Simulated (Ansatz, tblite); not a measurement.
Spin states of IrCl(PH3)3 (P3IrH9Cl), formally d⁸, each relaxed with PBE-D4/def2-SVP in Ansatz. Electronic energies in the gas phase.

In the def2 sets Ir takes a core potential; there is no spin–orbit coupling. The xTB rows come from tblite. Correlated methods freeze 20 core orbitals; core or outer-core shells of Ir are correlated, in sets that lack core-valence functions. The rows differ in basis, and correlated rows in double-zeta sets carry the largest basis error.

Singlet geometry:

```xyz
14

Ir   -0.1209   -0.4362   -0.0539
Cl   -0.7432   -2.7341   -0.3027
P    -2.1457    0.0139   -1.0040
H    -2.5968    1.3590   -1.2324
H    -3.3147   -0.4860   -0.3457
H    -2.4044   -0.5149   -2.3093
P     0.4626    1.6847    0.1811
H     0.8222    2.2143    1.4741
H    -0.4559    2.7335   -0.1762
H     1.6040    2.2254   -0.5181
P     1.7965   -1.2860    0.8670
H     2.5962   -2.1398    0.0412
H     1.6449   -2.1645    1.9867
H     2.8553   -0.4695    1.3922
```

Triplet geometry:

Cartesian coordinates in Å:
```
Ir -0.1435 0.1605 0.4919
Cl 1.9217 1.4201 0.7302
P 0.6937 -1.6082 1.7279
H 0.8698 -2.8967 1.1134
H 0.0854 -2.0991 2.9366
H 2.0261 -1.4466 2.2345
P 0.1410 -0.7000 -1.5964
H -0.7791 -0.4092 -2.6661
H 0.1920 -2.1218 -1.8235
H 1.3436 -0.3738 -2.3193
P -1.3380 2.0637 -0.0639
H -0.5783 3.2778 -0.1449
H -2.4334 2.5761 0.7163
H -2.0010 2.1572 -1.3366
```

Only these spin states were relaxed.

Second-order perturbation terms are unreliable where d shells bring near-degenerate states, and here MP2/def2-SVP, MP2/def2-TZVP lie more than 0.4 eV from the median of the functionals without such a term.

```json
{"level": "GFN1-xTB", "triplet − singlet (kcal/mol)": "41.0", "lowest of these": "singlet", "remarks": "–"}
{"level": "HF/def2-TZVP", "triplet − singlet (kcal/mol)": "22.1", "lowest of these": "singlet", "remarks": "–"}
{"level": "PBE0-D4/def2-TZVP", "triplet − singlet (kcal/mol)": "38.4", "lowest of these": "singlet", "remarks": "–"}
{"level": "B2PLYP/def2-TZVP", "triplet − singlet (kcal/mol)": "42.9", "lowest of these": "singlet", "remarks": "test for broken spin undecided (singlet)"}
{"level": "MP2/def2-SVP", "triplet − singlet (kcal/mol)": "55.1", "lowest of these": "singlet", "remarks": "–"}
{"level": "CCSD(T)/def2-SVP", "triplet − singlet (kcal/mol)": "42.8", "lowest of these": "singlet", "remarks": "–"}
```

Question: Estimate the rows for GFN2-xTB, PBE-D4/def2-TZVP, r2SCAN-D4/def2-TZVP, r2SCANh-D4/def2-TZVP, r2SCAN0-D4/def2-TZVP, MP2/def2-TZVP.

Answer: 
```
               level  triplet − singlet (kcal/mol)  lowest of these
            GFN2-xTB                          33.6          singlet
    PBE-D4/def2-TZVP                          38.8          singlet
 r2SCAN-D4/def2-TZVP                          36.7          singlet
r2SCANh-D4/def2-TZVP                          36.5          singlet
r2SCAN0-D4/def2-TZVP                          35.9          singlet
       MP2/def2-TZVP                          54.0          singlet
```

The xTB methods have no spin-polarisation term.

Question: How do the metal–ligand distances follow the spin state?

Answer: 
| state | donor atoms | mean metal–ligand distance (Å) | range (Å) | Mulliken spin on the metal (PBE0) |
| --- | --- | --- | --- | --- |
| singlet | 4 | 2.294 | 2.21–2.39 | 0 |
| triplet | 4 | 2.334 | 2.28–2.43 | 1.34 |

⟨S²⟩ at PBE0-D4/def2-TZVP: singlet 0.00 (pure 0.00), triplet 2.01 (pure 2.00).
